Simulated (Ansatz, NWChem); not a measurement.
**BI3 (boron triiodide): from total energies to a heat of formation**

The species is BI3 (4 atoms), meant as a singlet with charge 0. As SMILES, `IB(I)I`. Geometry: relaxed at PBE0-D4/def2-TZVP.

| atom | x (Å) | y (Å) | z (Å) |
| --- | --- | --- | --- |
| I | -1.3085 | -0.2952 | 1.6156 |
| B | 0.0139 | -0.0151 | -0.0051 |
| I | 1.8768 | -1.0063 | -0.0303 |
| I | -0.5265 | 1.2563 | -1.6005 |

Total energies at SVWN5/def2-SVP (core potential) (NWChem 7.3.0); the atoms run unrestricted:

```
species    state  energy (Eh)
    BI3  singlet  -916.513443
      I  doublet  -297.246936
      B  doublet   -24.324433
```

Harmonic wavenumbers at PBE0-D4/def2-TZVP, in cm⁻¹: 102, 102, 197, 321, 726, 726.

Measured heats of formation of the gaseous atoms at 298.15 K, in kJ/mol: I 106.8, B 570.3. Spin-orbit lowering of the atoms at 298 K (mean of the ground term's levels less their thermal mean, from spectra), in kJ/mol: I 30.32, B 0.00. Take 1 Eh = 2625.50 kJ/mol, 1 cm⁻¹ = 0.0119627 kJ/mol, RT = 2.479 kJ/mol.

Q: What heat of formation follows?

A: 
1. Electronic atomisation energy: 3 × (-297.246936) + (-24.324433) − (-916.513443) = 0.448202 Eh = 1176.8 kJ/mol.
2. Zero-point energy: half the sum of the wavenumbers, 1087 cm⁻¹ = 13.0 kJ/mol.
3. Thermal vibrational enthalpy, Σ hcν̃/(exp(hcν̃/kT) − 1): 6.9 kJ/mol. Translation, rotation and pV of a non-linear molecule: 4 RT = 9.9 kJ/mol.
4. The 4 free atoms carry 5/2 RT each: 24.8 kJ/mol.
5. Spin-orbit coupling lowers the free atoms by 3 × 30.32 + 0.00 = 91.0 kJ/mol.
6. Atomisation enthalpy at 298 K: 1176.8 − 91.0 − 13.0 − 6.9 − 9.9 + 24.8 = 1080.8 kJ/mol.
7. Sum of the atoms' heats of formation: 890.7 kJ/mol. Heat of formation: 890.7 − 1080.8 = -190.1 kJ/mol.

The tabulated value is +71.1 kJ/mol (NIST-JANAF tables; in doubt, as an older value, an estimate or one at odds with other calculations), so this level is off by -261.2 kJ/mol, or 31.9 % of the atomisation enthalpy that the table implies (819.4 kJ/mol). The LDA overbinds, which puts heats of formation too low. The molecule's own second-order spin-orbit lowering, which matters beside iodine, is left out. Anharmonicity and any spin-orbit splitting of the molecule are left out.
